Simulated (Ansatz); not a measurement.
The cluster Si₂Ni⁻. The state is a doublet with charge -1. Geometry r2SCAN-D4/def2-TZVP, that of the neutral singlet; atoms count from 1.

```xyz
3

Ni   -0.215   -1.183    0.184
Si   -0.887    0.707   -0.511
Si    1.102    0.476    0.328
```

The structure comes from a short search, and lower isomers may exist.

(1) Estimate the Mulliken populations from the PBE0/def2-TZVPD orbitals of Ansatz.

(2) Where does the spin sit?

(3) And the Mayer bond orders between heavy atoms (over 0.3)?

## Answers

(1) 
```tsv
atom	charge (e)	spin (α − β)	d electrons
Ni1	-0.19	0.83	8.93
Si2	-0.40	0.08	–
Si3	-0.40	0.08	–
```
Mulliken values depend strongly on the basis. With diffuse functions, as here, like atoms can get unlike values, and bond orders can come out too low or too high.

(2) Summed by element: Ni 0.83, Si 0.17, of 1 unpaired in all. Largest on single atoms: Ni1 0.83, Si2 0.08, Si3 0.08.

(3) Ni1–Si2 1.25 (2.12 Å); Ni1–Si3 1.25 (2.12 Å); Si2–Si3 1.58 (2.17 Å).
